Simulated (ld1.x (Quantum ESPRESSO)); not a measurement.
# u(r) = r·R(r): atom against pseudo-atom (Tl)

Columns: radius, all-electron u(r) and pseudo u(r) of the 5d shell (level -15.62 eV) of thallium in the configuration [Xe] 4f14 5d10 6s2 6p1; LDA (PZ), scalar-relativistic, ultrasoft scheme, ld1.x (Quantum ESPRESSO) 7.5.

```csv
r (bohr),all-electron,pseudo
0.120,0.2961,0.0067
0.240,-0.2718,0.0502
0.360,-0.4574,0.1526
0.480,-0.1808,0.3124
0.600,0.2151,0.5054
0.720,0.5500,0.6944
0.840,0.7745,0.8438
0.960,0.8966,0.9325
1.080,0.9411,0.9592
1.200,0.9332,0.9392
1.320,0.8927,0.8932
1.440,0.8340,0.8340
1.560,0.7667,0.7667
1.680,0.6968,0.6968
1.800,0.6282,0.6282
1.920,0.5629,0.5629
2.040,0.5022,0.5022
2.160,0.4465,0.4465
2.280,0.3960,0.3960
2.400,0.3506,0.3506
2.520,0.3099,0.3099
2.640,0.2736,0.2736
2.760,0.2413,0.2413
2.880,0.2127,0.2127
3.000,0.1874,0.1874
3.120,0.1650,0.1650
```

**Question.** How many radial nodes do the two functions have?

**Answer.** The all-electron 5d function has n − l − 1 = 2; the pseudo-wave has 0, since the states of the same l below it are removed with the core.

**Question.** At about which radius was the pseudo-wave matched?

**Answer.** 1.40 bohr, where the columns begin to agree (steps of 0.12 bohr).

**Question.** Where does each function peak?

**Answer.** Outermost all-electron maximum near 1.08 bohr, pseudo maximum near 1.08 bohr (to the table’s step).

**Question.** Is the pseudo-wave norm-conserving?

**Answer.** No, it belongs to an ultrasoft set: the norm inside the radius is not constrained, and the difference is carried by the augmentation charge.
